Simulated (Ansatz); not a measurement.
Cost and result for the atomization energy of CH₈AlBGe (`C[B]([AlH2])[GeH3]`) (12 atoms, 11 bonds).

Z-matrix (Å, degrees):
```
C
B 1 1.558
H 1 1.092 2 116.6
H 1 1.094 2 116.1 3 131.8
H 1 1.107 2 101.7 3 -114.5
Al 2 2.118 1 127.8 3 26.0
Ge 2 2.079 1 116.3 3 -157.0
H 6 1.594 2 121.2 1 -99.4
H 6 1.595 2 120.8 1 85.0
H 7 1.544 2 113.4 1 -27.1
H 7 1.546 2 107.3 1 90.9
H 7 1.543 2 114.7 1 -151.3
```

Total charge 0; spin multiplicity 1. Correlated methods include outer-core shells of Ge, which these sets cover unevenly. Scalar relativity is left out up to krypton. The geometry is a stationary point of PBE0-D4/def2-TZVP. Program: Ansatz. All runs use 4 threads of an Arm Neoverse V2 on a shared host. Times are those of one run each, without the atoms' runs, and a repeat can differ threefold. Electronic energies, without spin–orbit coupling; frozen cores. CCSD(T)/CBS adds CCSD(T) − MP2 in def2-TZVPP to the MP2 limit, and its time is that of the two runs behind it. T1 = 0.012. With those shells the extrapolation isn't a true limit. B3LYP takes the VWN-RPA correlation (the form of Gaussian; ORCA's B3LYP/G).

CCSD(T)/CBS is a level of theory with its own doubt, some kJ/mol a heavy atom from the limit and from the frozen cores, so smaller differences don't rank the functionals.

```json
{"level": "PBE-D4/def2-TZVPP (with forces)", "functions": "264", "wall time": "2.6 s", "atomization (kJ/mol)": "3624.0", "difference from CCSD(T)/CBS": "0.9", "per bond": "0.1"}
{"level": "PBE0-D4/def2-TZVPP", "functions": "264", "wall time": "3.4 s", "atomization (kJ/mol)": "3609.9", "difference from CCSD(T)/CBS": "-13.2", "per bond": "-1.2"}
{"level": "r2SCAN-D4/def2-TZVPP (with forces)", "functions": "264", "wall time": "5.5 s", "atomization (kJ/mol)": "3644.1", "difference from CCSD(T)/CBS": "21.0", "per bond": "1.9"}
{"level": "B3LYP-D4/def2-TZVPP (with forces)", "functions": "264", "wall time": "5.5 s", "atomization (kJ/mol)": "3621.1", "difference from CCSD(T)/CBS": "-2.0", "per bond": "-0.2"}
{"level": "B2PLYP/def2-TZVPP", "functions": "264", "wall time": "6 s", "atomization (kJ/mol)": "3575.0", "difference from CCSD(T)/CBS": "-48.1", "per bond": "-4.4"}
{"level": "ωB97X-V/def2-TZVPP", "functions": "264", "wall time": "9 s", "atomization (kJ/mol)": "3644.1", "difference from CCSD(T)/CBS": "21.0", "per bond": "1.9"}
{"level": "ωB97M-V/def2-TZVPP (with forces)", "functions": "264", "wall time": "13 s", "atomization (kJ/mol)": "3617.6", "difference from CCSD(T)/CBS": "-5.5", "per bond": "-0.5"}
{"level": "MP2/def2-QZVPP", "functions": "513", "wall time": "26 s", "atomization (kJ/mol)": "3578.0", "difference from CCSD(T)/CBS": "-45.1", "per bond": "-4.1"}
{"level": "CCSD(T)/def2-TZVPP", "functions": "264", "wall time": "2.7 min", "atomization (kJ/mol)": "3553.9", "difference from CCSD(T)/CBS": "-69.2", "per bond": "-6.3"}
{"level": "CCSD(T)/CBS(def2)", "functions": "–", "wall time": "3.1 min", "atomization (kJ/mol)": "3623.1", "difference from CCSD(T)/CBS": "0.0", "per bond": "0.0"}
```

The D4 term adds +37.2 kJ/mol with B3LYP and +19.8 kJ/mol with PBE0; it sums over pairs of atoms, weighted by their polarisabilities, and B3LYP, whose exchange is more repulsive, gets the larger term. From PBE to PBE0 (25 % exact exchange), in def2-TZVPP and without D4, the atomization energy moves by −10.9 kJ/mol: exact exchange takes away binding that semilocal exchange gives to molecules. In def2-TZVPP, CCSD(T) changes the Hartree–Fock value by +788.4 kJ/mol (the triples alone add +35.0 kJ/mol) and MP2 by +772.3 kJ/mol; breaking electron pairs costs correlation energy, which Hartree–Fock lacks.
